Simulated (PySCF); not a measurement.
## Electron correlation in F²⁺ (fluorine, charge +2)

[He] 2s1 2p4, high-spin 4P determinant (an excited configuration). All numbers are calculated (PySCF 2.14, scalar relativity by spin-free X2C-1e, in aug-cc-pCVTZ-DK with one added diffuse shell each of s, p, d, f type (8s7p5d3f, 75 functions)). Frozen: nothing; 7 electrons correlated.

```
  level  correlation energy (mhartree)
   CCSD                        -172.97
    (T)                          -1.70
CCSD(T)                        -174.67
```

Diagnostics: T1 = 0.0028, D1 = 0.0069, largest double amplitude 0.041.

**Question.** Is a single reference adequate?

**Answer.** Yes: T1 lies below 0.03 and no double amplitude reaches 0.07.
